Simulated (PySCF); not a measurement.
## V: interval between two levels

V [Ar] 3d3 4s2 [4F9/2, M_J = 9/2] → V [Ar] 3d2 4s2 5s1 [4F9/2, M_J = 9/2], as a difference of total energies. Calculation: PySCF 2.14, in x2c-SVPall-2c with one added diffuse shell each of s, d type (6s5p4d1f, 48 functions); the two-component X2C-1e Hamiltonian. Correlated levels: [Ne] frozen; the 6 highest virtual spinors dropped. "Screened" scales the spin-orbit matrix elements by Boettger's factors to mimic the two-electron term; Breit and QED terms are absent.

```json
{"method": "GHF (spin-free)", "interval between two levels (cm⁻¹)": "68071"}
{"method": "GMP2 (spin-free)", "interval between two levels (cm⁻¹)": "70255"}
{"method": "GHF (screened spin-orbit)", "interval between two levels (cm⁻¹)": "68119"}
{"method": "GMP2 (screened spin-orbit)", "interval between two levels (cm⁻¹)": "70306"}
```

The labels give the starting determinants; with spin-orbit coupling the two ends relaxed to ⟨J²⟩ = 24.77, ⟨L²⟩ = 12.01, ⟨S²⟩ = 3.76 and ⟨J²⟩ = 24.76, ⟨L²⟩ = 12.01, ⟨S²⟩ = 3.75.
